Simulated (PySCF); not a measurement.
C7H11Cl.
Numbering: `[CH2:1]=[CH:2][CH2:3]/[C:4](=[CH:5]\[Cl:6])[CH2:7][CH3:8]` (hydrogens: H9, H10 on C1; H11 on C2; H12, H13 on C3; H14 on C5; H15, H16 on C7; H17, H18, H19 on C8)

The same species was optimised twice, with GFN2-xTB and with PBE0-D3(BJ)/def2-SVP (PySCF), and the same property calculations (PySCF, gas phase) were run on both structures.

| coordinate | GFN2-xTB | PBE0-D3(BJ)/def2-SVP | change |
| --- | --- | --- | --- |
| C1=C2 (Å) | 1.319 | 1.334 | +0.015 |
| C4=C5 (Å) | 1.325 | 1.338 | +0.013 |
| C5–Cl6 (Å) | 1.728 | 1.732 | +0.004 |
| C3–C4 (Å) | 1.504 | 1.508 | +0.004 |
| C7–C8 (Å) | 1.530 | 1.526 | -0.004 |
| C4–C7 (Å) | 1.504 | 1.505 | +0.001 |
| C2–C3 (Å) | 1.500 | 1.501 | +0.001 |
| C4–C7–C8 (°) | 111.4 | 113.7 | +2.3 |
| C3–C4–C7 (°) | 116.1 | 117.3 | +1.2 |
| C2–C3–C4 (°) | 109.7 | 110.8 | +1.1 |
| C1–C2–C3 (°) | 124.3 | 125.2 | +0.9 |
| C5–C4–C7 (°) | 120.2 | 119.6 | -0.6 |
| C3–C4–C5 (°) | 123.7 | 123.1 | -0.6 |
| C4–C5–Cl6 (°) | 124.2 | 124.4 | +0.2 |
| C1–C2–C3–C4 (°) | 116 | 113 | -3 |
| C2–C3–C4–C5 (°) | 103 | 100 | -3 |
| C3–C4–C7–C8 (°) | -82 | -71 | +11 |

Rotational constants: A = 1846, B = 1157, C = 772.9 MHz (GFN2-xTB) against A = 1854, B = 1136, C = 766.2 MHz (PBE0-D3(BJ)/def2-SVP). Point groups within 0.08 Å: C1 and C1.

On the GFN2-xTB structure: HOMO (eV) -6.98 [PBE0/pcSseg-1]; LUMO (eV) -0.23 [PBE0/pcSseg-1]; dipole (D) 1.88 [PBE0/pcSseg-1]; GIAO shielding of C1 (ppm) 63.4 [PBE0/pcSseg-1]; GIAO shielding of C2 (ppm) 41.6 [PBE0/pcSseg-1]; GIAO shielding of C3 (ppm) 147.4 [PBE0/pcSseg-1]; GIAO shielding of C4 (ppm) 35.1 [PBE0/pcSseg-1]; GIAO shielding of C5 (ppm) 62.2 [PBE0/pcSseg-1]; GIAO shielding of Cl6 (ppm) 772.5 [PBE0/pcSseg-1]; GIAO shielding of C7 (ppm) 156.8 [PBE0/pcSseg-1]; GIAO shielding of C8 (ppm) 169.5 [PBE0/pcSseg-1].

What do these properties become on the PBE0-D3(BJ)/def2-SVP structure?

```csv
property,level,on GFN2-xTB,on PBE0-D3(BJ)/def2-SVP,change
HOMO (eV),PBE0/pcSseg-1,-6.98,-6.99,-0.01
LUMO (eV),PBE0/pcSseg-1,-0.23,-0.29,-0.06
dipole (D),PBE0/pcSseg-1,1.88,1.87,-0.01
"energy, GFN2-xTB geometry as zero (kcal/mol)",PBE0/pcSseg-1,0.0,-0.7,-0.7
GIAO shielding of C1 (ppm),PBE0/pcSseg-1,63.4,59.9,-3.5
GIAO shielding of C2 (ppm),PBE0/pcSseg-1,41.6,39.4,-2.2
GIAO shielding of C3 (ppm),PBE0/pcSseg-1,147.4,148.3,+0.9
GIAO shielding of C4 (ppm),PBE0/pcSseg-1,35.1,33.7,-1.4
GIAO shielding of C5 (ppm),PBE0/pcSseg-1,62.2,58.9,-3.3
GIAO shielding of Cl6 (ppm),PBE0/pcSseg-1,772.5,765.5,-7.0
GIAO shielding of C7 (ppm),PBE0/pcSseg-1,156.8,155.0,-1.8
GIAO shielding of C8 (ppm),PBE0/pcSseg-1,169.5,169.2,-0.3
```

The heavy atoms differ by 0.078 Å rms after alignment. Among bonds between heavy atoms C1=C2 changes most (+0.015 Å). Changes are differences of the printed values. Neither structure is proved a minimum here.

Shape of the structure used: `[CH2:1]=[CH:2][CH2:3]/[C:4](=[CH:5]\[Cl:6])[CH2:7][CH3:8]`: C1–C2–C3–C4 113°, C2–C3–C4–C5 100°, C3–C4–C7–C8 -71°.
